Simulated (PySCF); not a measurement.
# Correlation energy of Ar²⁺ (argon, charge +2)

[Ne] 3s1 3p4 3d1, one real determinant (an excited configuration). Calculation: PySCF 2.14, in dyall-av2z (13s9p2d, 50 functions); the non-relativistic Hamiltonian (point nucleus). Frozen: [Ne]; 6 electrons correlated; the 16 highest virtual orbitals of each spin left out.

| level | correlation energy (mhartree) |
| --- | --- |
| CCSD | -128.63 |
| (T) | -7.56 |
| CCSD(T) | -136.19 |
| CCSDT | -142.66 |

Diagnostics: T1 = 0.0067, D1 = 0.0181, largest double amplitude 0.279.

Q: Is a single reference adequate?

A: Not fully. The real determinant used has ⟨L²⟩ near 8 against 12 for a pure F term, so it mixes terms. The outer electron is Rydberg-like, and this basis confines it to a smaller radius and binds it less than a complete one would. A double-excitation amplitude exceeds 0.15, a sign of near-degeneracy.

The reference is one real determinant that mixes LS terms of this configuration.
